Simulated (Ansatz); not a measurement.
C$_{6}$H$_{10}$O, charge +1, quartet, at a GFN2-xTB geometry of the parent state (a state made from the parent by changing its charge; the spin is typed, not shown lowest); MP2/STO-3G (Ansatz, a first-principles code).

Ansatz was given this input:
Ansatz 0.2 input:
```yaml
crystal:
  periodic: [false, false, false]
  atoms:
    - {symbol: O, position_ang: [2.36106128, 0.44277604, 0.25723720]}
    - {symbol: C, position_ang: [1.13365009, 0.20047069, -0.01331276]}
    - {symbol: C, position_ang: [0.09077164, 1.31333637, 0.22839384]}
    - {symbol: C, position_ang: [-1.17819378, 1.01003033, -0.54363085]}
    - {symbol: C, position_ang: [-1.77543362, -0.32572408, -0.11187780]}
    - {symbol: C, position_ang: [-0.74431059, -1.42919847, -0.32745964]}
    - {symbol: C, position_ang: [0.52779214, -1.14352997, 0.44612814]}
    - {symbol: H, position_ang: [-0.12591387, 1.40045300, 1.30206483]}
    - {symbol: H, position_ang: [0.55624689, 2.23831196, -0.11286847]}
    - {symbol: H, position_ang: [-1.89956956, 1.81101126, -0.36035552]}
    - {symbol: H, position_ang: [-0.96186879, 0.98739082, -1.61340380]}
    - {symbol: H, position_ang: [-2.67856603, -0.53728156, -0.68634433]}
    - {symbol: H, position_ang: [-2.04820434, -0.28058690, 0.94492597]}
    - {symbol: H, position_ang: [-1.15320435, -2.38494651, 0.01150188]}
    - {symbol: H, position_ang: [-0.51645648, -1.51665306, -1.39148850]}
    - {symbol: H, position_ang: [1.29184323, -1.89710476, 0.25362361]}
    - {symbol: H, position_ang: [0.32154775, -1.11511178, 1.52500114]}
basis:
  gaussian:
    orbitals: STO-3G
total_charge: 1
magnetization: {spin_polarized: true, initial_magnetization: 3}
correlation: {method: mp2}
```

**Question.** Predict the main parts of the log of this Ansatz run.

**Answer.** 
```
Functional definition: HF
652 factors; integrals over basis functions are off by at most 5.1e-5 eV
mean field evaluation 1: about -8256.9255 eV, gradient 2.3e1 eV
mean field evaluation 2: about -8257.3952 eV, gradient 2.3e1 eV
mean field evaluation 4: about -8264.2000 eV, gradient 8.0e0 eV
mean field evaluation 8: about -8265.8142 eV, gradient 8.7e-1 eV
mean field evaluation 16: about -8264.3707 eV, gradient 3.0e0 eV
mean field evaluation 32: about -8264.5167 eV, gradient 4.6e-2 eV
mean field -8265.87251204 eV, -303.7652120078 hartree, gradient 1.9e-6 eV, S^2 3.755715; 5 other end points of the search recorded, 0 dependent functions left out
7 core orbitals not correlated
reference -8265.87251204 eV, -303.7652120078 hartree; 21, 18 occupied and 17, 20 virtual orbitals, 652 factors
second order -8.25253835 eV of doubles, -0.00000000 eV of singles
Total energy: -8274.12505039 eV, -304.0684871985 hartree
```
